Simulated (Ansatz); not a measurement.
Program: Ansatz. Geometries: PBE0-D4/def2-TZVP. ΔE: electronic, gas phase. CBS: MP2 limit from def2 TZ/QZ plus the TZ coupled-cluster correction, frozen cores. DFT in def2-TZVPP. HSE06 is defined as in plane-wave codes. Elements past krypton have def2 core potentials. For Sn outer-core shells are correlated without core-valence functions, which leaves a few kJ/mol of doubt a bond. Each species was taken in one conformer, which may not be the lowest.

Consider the substitution at a C–Sn bond: `[CH3][Sn]([Cl])([Cl])[Cl]` + `S[SiH](Cl)Cl` → `CS[SiH](Cl)Cl` + `[Cl][SnH]([Cl])[Cl]`.

Task: Is it downhill or uphill in electronic energy at CCSD(T)/CBS, and by how much? (Estimate.)

Result: Ansatz gave: Uphill: ΔE = +0.61 eV.

Task: What do these levels give: PBE-D4, PBE0-D4, HSE06-D4, revPBE, MP2/def2-TZVPP, MP2/CBS(def2)? (An estimate is asked.)

Result: The calculation gave: PBE-D4 0.52, PBE0-D4 0.53, HSE06-D4 0.53, revPBE 0.55, MP2/def2-TZVPP 0.65, MP2/CBS(def2) 0.64 eV.

Task: What do rigid-rotor, harmonic-oscillator terms from PBE0-D4/def2-TZVP frequencies (298.15 K, 1 bar) make of the CCSD(T)/CBS value? (Best estimate.)

Result: Ansatz gave: ΔZPE = +0.02 eV, ΔH = +0.61 eV, ΔS = -11 J/(mol·K), ΔG = +0.64 eV.

Largest T1 diagnostic among the species: 0.011.

In def2-TZVPP, CCSD(T) changes the Hartree–Fock value by +0.07 eV (the triples alone add −0.00 eV) and MP2 by +0.11 eV. At CCSD(T), def2-SVP lies −0.11 eV from the extrapolated value and def2-TZVPP +0.00 eV.
